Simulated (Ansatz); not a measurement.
Consider the redistribution: `[NH2][Al]([OH])[Br]` + `[GaH2][SeH]` → `[NH2][AlH][Br]` + `[OH][GaH][SeH]`.

Isolated molecules relaxed with PBE0-D4/def2-TZVP in Ansatz; ΔE leaves out vibrations. CCSD(T)/CBS adds triple-zeta CCSD(T) − MP2 to the extrapolated MP2 energy (def2 sets, frozen cores). DFT in def2-TZVPP. B3LYP here is the variant with VWN-RPA as its local correlation; programs differ in this. HSE06 is defined as in plane-wave codes. For Br, Ga, Se outer-core shells are correlated without core-valence functions, which leaves a few kJ/mol of doubt a bond. Scalar relativity is left out up to krypton. Each species was taken in one conformer, which may not be the lowest.

`[NH2][Al]([OH])[Br]`:

Z-matrix (Å, degrees):
```
N
Al 1 1.755
H 1 1.006 2 125.9
H 1 1.007 2 123.4 3 -180.0
O 2 1.686 1 124.3 3 -0.0
Br 2 2.245 1 118.5 3 -180.0
H 5 0.955 2 124.7 1 -0.1
```

`[GaH2][SeH]`:

Z-matrix (Å, degrees):
```
Ga
Se 1 2.322
H 1 1.560 2 118.4
H 1 1.560 2 115.1 3 -180.0
H 2 1.468 1 93.6 3 -0.0
```

`[NH2][AlH][Br]`:

```xyz
6

N     0.647    0.674    0.370
Al   -0.341   -0.561   -0.394
Br   -2.471   -0.779    0.322
H     1.608    0.860    0.132
H     0.335    1.291    1.102
H     0.223   -1.485   -1.532
```

`[OH][GaH][SeH]`:

Cartesian coordinates in Å:
```
O -0.928 -0.136 1.286
Ga 0.393 0.615 0.355
Se 0.898 -0.196 -1.768
H -1.374 -0.858 0.841
H 1.167 1.794 1.000
H -0.155 -1.219 -1.715
```

```csv
level,ΔE (kcal/mol),difference from CCSD(T)/CBS
LDA (SPW92),15.3,-0.6
revPBE-D4,14.5,-1.4
BLYP-D4,15.1,-0.8
r2SCAN-D4,16.1,0.2
B97M-V,15.5,-0.4
B3LYP-D4,16.1,0.2
r2SCANh-D4,16.4,0.5
r2SCAN0-D4,16.9,1.0
HSE06-D4,15.7,-0.2
BHLYP-D4,17.1,1.2
ωB97X-V,15.4,-0.5
ωB97M-V,16.3,0.4
B2PLYP,15.7,-0.2
PBE-QIDH,16.0,0.1
PBE,14.4,-1.5
revPBE,14.1,-1.8
BLYP,14.8,-1.1
B3LYP,15.9,0.0
r2SCANh,16.4,0.5
r2SCAN0,16.8,0.9
HSE06,15.6,-0.3
BHLYP,17.0,1.1
CAM-B3LYP,16.4,0.5
LC-ωPBE,16.2,0.3
RPA@PBE/def2-TZVPP,14.7,-1.2
HF/def2-SVP,15.9,0.0
MP2/def2-SVP,13.6,-2.3
CCSD/def2-SVP,13.9,-2.0
CCSD(T)/def2-SVP,13.3,-2.6
HF/def2-TZVPP,16.9,1.0
MP2/def2-TZVPP,15.6,-0.3
SCS-MP2/def2-TZVPP,15.3,-0.6
CCSD/def2-TZVPP,16.1,0.2
CCSD(T)/def2-TZVPP,15.5,-0.4
HF/def2-QZVPP,17.1,1.2
MP2/def2-QZVPP,15.9,0.0
SCS-MP2/def2-QZVPP,15.6,-0.3
HF/CBS(def2),17.1,1.2
MP2/CBS(def2),16.0,0.1
CCSD/CBS(def2),16.5,0.6
CCSD(T)/CBS,15.9,0
```

Largest T1 diagnostic among the species: 0.013.

From PBE to PBE0 (25 % exact exchange), in def2-TZVPP and without D4, ΔE moves by +1.3 kcal/mol. At CCSD(T), def2-SVP lies −2.6 kcal/mol from the extrapolated value and def2-TZVPP −0.4 kcal/mol. In def2-TZVPP, CCSD(T) changes the Hartree–Fock value by −1.4 kcal/mol (the triples alone add −0.5 kcal/mol) and MP2 by −1.3 kcal/mol.
